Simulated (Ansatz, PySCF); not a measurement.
C$_{3}$H$_{11}$NO$_{2}$Si (SMILES CC(C)N[SiH](O)O), singlet, geometry from GFN2-xTB. Base run: CASSCF(2,3)/STO-3G in PySCF.

PySCF was given this input:
```python
from pyscf import gto, scf, mcscf
import numpy

mol = gto.M(
    atom='''
Si    1.29672763   -0.12092424   -0.14523000
O     1.41871328   -1.46466663    0.74722197
O     2.05746520   -0.38495995   -1.56438059
N    -0.35577980    0.21323912   -0.48731586
C    -1.37716768    0.26969664    0.53578174
C    -1.48847789    1.66471235    1.15467361
C    -2.71892154   -0.16989183   -0.04985106
H     2.01198084    0.85599917    0.66850704
H     1.31873120   -2.31479536    0.32695220
H     2.04207994    0.27989505   -2.24372962
H    -0.57766978    0.83467384   -1.25149087
H    -1.07318475   -0.43715583    1.31329910
H    -1.77355055    2.39183548    0.39582521
H    -0.53087667    1.95882273    1.57612606
H    -2.23749991    1.67376956    1.94232749
H    -2.62451480   -1.15404346   -0.50127292
H    -3.47769471   -0.21133341    0.72723106
H    -3.04355417    0.53250731   -0.81570029
''',
    basis='sto-3g',
    verbose=4,
)

mf = scf.RHF(mol)
mf.kernel()
mc = mcscf.CASSCF(mf, 3, 2)
mc.fix_spin_(ss=0.0)
mc.kernel()
occ = numpy.linalg.eigvalsh(mc.fcisolver.make_rdm1(mc.ci, mc.ncas, mc.nelecas))[::-1]
ss = mc.fcisolver.spin_square(mc.ci, mc.ncas, mc.nelecas)[0]
print('natural occupations', occ.round(4), ' <S^2>', round(ss, 4))
```

Programs used: Ansatz (an electronic-structure program), PySCF; a row that names a program was run with it.

Variants of this job, named by their change:

```
change                                                ΔE vs base (mEh)                 natural occupations  <S^2> of the state
----------------------------------------------------  ----------------  ----------------------------------  ------------------
base                                                             0.000                      1.98 0.02 0.00                0.00
code = ansatz                                                    0.030                                   -                   -
orbitals = fixed (CASCI); correction = SC-NEVPT2                -282.6                      2.00 0.00 0.00                0.00
state_average = 2 states                                        21.619                                   -                   -
fix_spin_ = off                                                  0.000                      1.98 0.02 0.00                0.00
active space = 8 electrons, 7 orbitals                         -24.828  2.00 1.99 1.98 1.98 0.02 0.02 0.01                0.00
solver = newton                                                  0.000                      1.98 0.02 0.00                0.00
start = MP2 natural orbitals                                    -0.005                      1.98 0.02 0.00                0.00
conv_tol = 1e-5                                                  0.003                      1.98 0.02 0.00                0.00
code = ansatz; correction = SC-NEVPT2, all electrons            -285.2                                   -                   -
active space = 6 electrons, 6 orbitals                         -33.016       1.99 1.98 1.98 0.02 0.02 0.01                0.00
```

Active orbitals are taken around the Fermi level unless the row says otherwise; CASSCF can end in different local minima, and two programs can end on different orbitals. State-averaged rows give the lowest state.
